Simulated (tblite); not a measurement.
Parent: `[CH3:1][C:2]#[C:3][Si@H:4]1[CH2:5][Si@@H:6]([F:7])[CH2:8]1`, C5H9FSi2.

The geometries are computed with GFN2-xTB (gas phase). One conformer each, not checked by frequencies here.

```
coordinate of the parent    value
                   C1–C2  1.445 Å
                   C2≡C3  1.205 Å
                  C3–Si4  1.842 Å
                  Si4–C5  1.927 Å
                  C5–Si6  1.907 Å
                  Si6–F7  1.620 Å
                  Si6–C8  1.907 Å
                  Si4–C8  1.927 Å
                C1–C2–C3   179.8°
               C2–C3–Si4   178.8°
               C3–Si4–C5   113.2°
               C3–Si4–C8   113.1°
               C5–Si4–C8    87.7°
              Si4–C5–Si6    91.6°
               C5–Si6–F7   110.8°
               C5–Si6–C8    88.9°
               F7–Si6–C8   110.8°
              Si4–C8–Si6    91.6°
```

Question: In one relative the bonds that all share with the parent change as follows (parent's numbers): C2–C3 +0.001, C3–Si4 -0.002, Si4–C5 -0.010, C5–Si6 +0.004, Si6–F7 +0.004, Si6–C8 +0.009, Si4–C8 +0.042 Å. Which is it?
A. `[F:1][Si@H:2]1[CH2:3][Si@@H:4]([C:5]#[C:6][SiH3:7])[CH2:8]1`
B. `[CH3:1][C:2]#[C:3][Si@@H:4]1[CH2:5][Si@H:6]([F:7])[C@H:8]1[CH:9]=[O:10]` with Si6–C8–C9–O10 20°, C3–Si4–C5–Si6 -102°, Si4–C5–Si6–F7 101°, C5–Si6–C8–C9 -101°, C3–Si4–C8–Si6 108°

Answer: B. The changes in all of them (Å):

| SMILES | C2–C3 | C3–Si4 | Si4–C5 | C5–Si6 | Si6–F7 | Si6–C8 | Si4–C8 |
| --- | --- | --- | --- | --- | --- | --- | --- |
| CC#C[Si@@H]1C[Si@H](F)[C@H]1C=O | +0.001 | -0.002 | -0.010 | +0.004 | +0.004 | +0.009 | +0.042 |
| F[Si@H]1C[Si@@H](C#C[SiH3])C1 | +0.006 | +0.006 | 0.000 | +0.001 | 0.000 | +0.001 | -0.001 |

Atoms are paired thus: CC#C[Si@@H]1C[Si@H](F)[C@H]1C=O: C1 = C1, C2 = C2, C3 = C3, Si4 = Si4, C5 = C5, Si6 = Si6, F7 = F7, C8 = C8; F[Si@H]1C[Si@@H](C#C[SiH3])C1: C2 = C6, C3 = C5, Si4 = Si4, C5 = C3, Si6 = Si2, F7 = F1, C8 = C8.
